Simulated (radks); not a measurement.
Neutral ytterbium inside a hard spherical wall (all orbitals vanish at R), configuration held at [Xe] 4f14 6s2 and not refilled when levels cross. All-electron calculation, scalar-relativistic Kohn-Sham, LDA (Slater exchange, VWN5 correlation), spin-polarised, spherical densities, finite nucleus; Fermi nuclear charge, rms radius 5.3108 fm. Program: a radial shooting solver on a logarithmic mesh with Libxc functionals. Eigenvalues in eV for spin up, with the zero of energy where the potential of the charges vanishes at infinity; a dash marks a level that is unbound or too diffuse for the functional's potential to be trusted. A positive occupied level is held by the wall or, in an anion where self-interaction has pushed it up, behind a barrier. The pressure on the wall is -dE/dV.

| R (bohr) | E (hartree) | kinetic (hartree) | e(5s) | e(5p) | e(6s) | e(4f) | e(6p, empty) | e(5d, empty) | pressure (GPa) |
|---|---|---|---|---|---|---|---|---|---|
| free | -14049.5474 | 15302.830 | -55.091 | -27.596 | -4.078 | -3.255 | - | - | 0 |
| 15 | -14049.5474 | 15302.831 | -55.090 | -27.594 | -4.077 | -3.254 | -1.142 | -0.824 | < 0.0001 |
| 10 | -14049.5458 | 15302.846 | -54.974 | -27.479 | -3.983 | -3.140 | -0.845 | -0.678 | 0.0397 |
| 7 | -14049.5147 | 15303.031 | -54.031 | -26.554 | -3.040 | -2.213 | 0.993 | 0.339 | 1.52 |
| 6 | -14049.4605 | 15303.281 | -53.091 | -25.645 | -1.820 | -1.278 | 3.067 | 1.401 | 5.57 |
| 3.5 | -14048.1751 | 15308.195 | -44.790 | -17.735 | 17.553 | 7.808 | 30.820 | 12.700 | 355 |
| 3 | -14046.7094 | 15313.728 | -39.076 | -11.896 | 35.215 | 14.621 | 53.347 | 21.309 | 1150 |
| 2 | -14031.5321 | 15365.725 | -0.978 | 32.000 | 168.08 | 57.479 | 205.63 | 81.493 | 23100 |
| 1.5 | -13988.5181 | 15498.330 | 85.997 | 134.29 | 442.33 | 129.93 | 500.27 | 208.52 | 174000 |
